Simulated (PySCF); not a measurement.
CH₅NO₂SW, SMILES [OH][W]([OH])(=[N]C)=[S], multiplicity 1.

Coordinates come from a r2SCAN-D4/def2-SVP optimisation. The spin state was assumed, not searched. The def2 effective core potentials stand for the cores of W; spin–orbit coupling is left out. One conformer was computed; it need not be the lowest.

Two levels are set side by side: PBE/def2-TZVP (PySCF) and CAM-B3LYP/def2-TZVP (PySCF). Same geometry, gas phase. Differences are taken from unrounded values.

```tsv
quantity	CAM-B3LYP
orbital gap (eV)	7.76
highest occupied level (eV)	-8.14
lowest empty level (eV)	-0.38
dipole moment (D)	4.76
mean polarisability (bohr³)	88.8
```

Problem. What does PBE give, and how far is it from CAM-B3LYP? (Estimate from the structure and the level; the computed values follow.)

Solution. 
```tsv
quantity	PBE	PBE minus CAM-B3LYP
orbital gap (eV)	3.61	-4.14
highest occupied level (eV)	-5.76	2.38
lowest empty level (eV)	-2.15	-1.77
dipole moment (D)	4.65	-0.11
mean polarisability (bohr³)	92.5	3.7
```

PBE's occupied levels lie high since its potential decays too fast outside the molecule; exact exchange lowers them and widens the gap. PBE's more diffuse valence density responds more strongly to a field. Differences between two approximate levels are no errors against the true value.

Rough cost on one machine, each run with all the roots and properties that it gave: CAM-B3LYP against PBE within a factor of 2.
